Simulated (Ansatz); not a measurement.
The same ligand exchange along the group Mg, Zn, Cd.

Program: Ansatz. Geometries: PBE0-D4/def2-TZVP. ΔE: electronic, gas phase. CCSD(T)/CBS is the MP2 limit (def2-TZVPP, def2-QZVPP) plus CCSD(T) − MP2 in def2-TZVPP, frozen cores. This one scheme is used for every species. DFT in def2-TZVPP. Elements past krypton have def2 core potentials. For Cd, Mg, Zn outer-core shells are correlated without core-valence functions, which leaves a few kJ/mol of doubt a bond. Scalar relativity is left out up to krypton. Each species was taken in one conformer, which may not be the lowest.

```tsv
reaction	CCSD(T)/CBS(def2) (kJ/mol)
`[OH][Mg][SH]` + NH₃ → `[NH2][Mg][SH]` + H₂O	61
`[OH][Zn][SH]` + NH₃ → `[NH2][Zn][SH]` + H₂O	23
`[OH][Cd][SH]` + NH₃ → `[NH2][Cd][SH]` + H₂O	?
```

Problem. Fill in the missing values. (An estimate is asked.)

Solution. Ansatz gave: `[OH][Cd][SH]` + NH₃ → `[NH2][Cd][SH]` + H₂O: +15.2 kJ/mol.

Largest T1 diagnostic: 0.016, for `[OH][Zn][SH]`.
